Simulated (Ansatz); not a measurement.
Program: Ansatz. Geometries: PBE0-D4/def2-TZVP. ΔE: electronic, gas phase. CBS: MP2 limit from def2 TZ/QZ plus the TZ coupled-cluster correction, frozen cores. This one scheme is used for every species. DFT in def2-TZVPP. B3LYP here is the variant with VWN-RPA as its local correlation; programs differ in this. For Br outer-core shells are correlated without core-valence functions, which leaves a few kJ/mol of doubt a bond. Scalar relativity is left out up to krypton. One conformer a species, not always the lowest.

Reaction (substitution at a C–N bond): `CN([SiH3])[SiH2]F` + `NBCBr` → `CNBCBr` + `F[SiH2]N[SiH3]`

`CN([SiH3])[SiH2]F`:

Cartesian coordinates in Å:
```
C -0.140 1.254 -0.839
N 0.026 0.008 -0.090
Si -1.424 -0.896 0.207
Si 1.554 -0.364 0.568
F 1.871 0.464 1.904
H 0.828 1.636 -1.173
H -0.618 2.034 -0.237
H -0.752 1.092 -1.733
H -2.059 -1.262 -1.089
H -2.412 -0.090 0.976
H -1.065 -2.114 0.973
H 1.588 -1.796 0.932
H 2.604 0.035 -0.399
```

`NBCBr`:

Cartesian coordinates in Å:
```
N -0.718 -0.749 0.992
B -0.517 -0.321 -0.304
C 0.658 0.643 -0.707
Br 1.812 1.189 0.771
H -0.114 -0.457 1.746
H -1.463 -1.366 1.264
H -1.259 -0.690 -1.172
H 0.282 1.569 -1.146
H 1.318 0.183 -1.444
```

`CNBCBr`:

Z-matrix (Å, degrees):
```
C
N 1 1.444
H 1 1.089 2 110.1
H 1 1.094 2 111.5 3 120.2
H 1 1.094 2 111.1 3 -119.0
B 2 1.387 1 128.8 3 0.8
H 2 1.008 1 113.5 3 176.8
C 6 1.578 2 122.7 1 -2.4
H 6 1.198 2 117.5 1 176.8
Br 8 1.962 6 105.2 2 91.4
H 8 1.088 6 113.7 2 -154.0
H 8 1.088 6 116.9 2 -25.4
```

`F[SiH2]N[SiH3]`:

Z-matrix (Å, degrees):
```
Si
N 1 1.706
F 1 1.601 2 112.6
H 1 1.478 2 108.8 3 117.8
H 1 1.480 2 109.3 3 -117.5
Si 2 1.733 1 128.1 3 -87.6
H 2 1.011 1 115.6 3 85.3
H 6 1.487 2 110.9 1 -127.0
H 6 1.487 2 112.0 1 112.6
H 6 1.483 2 106.7 1 -7.3
```

| level | ΔE (kcal/mol) | difference from CCSD(T)/CBS |
| --- | --- | --- |
| PBE-D4 | 0.7 | 0.6 |
| r2SCAN-D4 | 0.4 | 0.3 |
| PBE0-D4 | 0.5 | 0.4 |
| B3LYP-D4 | 0.3 | 0.2 |
| ωB97X-V | 0.5 | 0.4 |
| B2PLYP | -0.2 | -0.3 |
| r2SCAN | 0.3 | 0.2 |
| PBE0 | 0.1 | 0.0 |
| HF/def2-TZVPP | -1.5 | -1.6 |
| SCS-MP2/def2-TZVPP | -0.2 | -0.3 |
| CCSD/def2-TZVPP | -0.3 | -0.4 |
| CCSD(T)/def2-TZVPP | -0.1 | -0.2 |
| HF/def2-QZVPP | -1.5 | -1.6 |
| SCS-MP2/def2-QZVPP | -0.2 | -0.3 |
| MP2/CBS(def2) | 0.4 | 0.3 |
| CCSD/CBS(def2) | -0.2 | -0.3 |
| CCSD(T)/CBS | 0.1 | 0 |

Largest T1 diagnostic among the species: 0.011.

The D4 term adds +0.9 kcal/mol with B3LYP and +0.4 kcal/mol with PBE0; it sums over pairs of atoms, weighted by their polarisabilities, and B3LYP, whose exchange is more repulsive, gets the larger term. In def2-TZVPP, CCSD(T) changes the Hartree–Fock value by +1.4 kcal/mol (the triples alone add +0.2 kcal/mol) and MP2 by +1.7 kcal/mol.
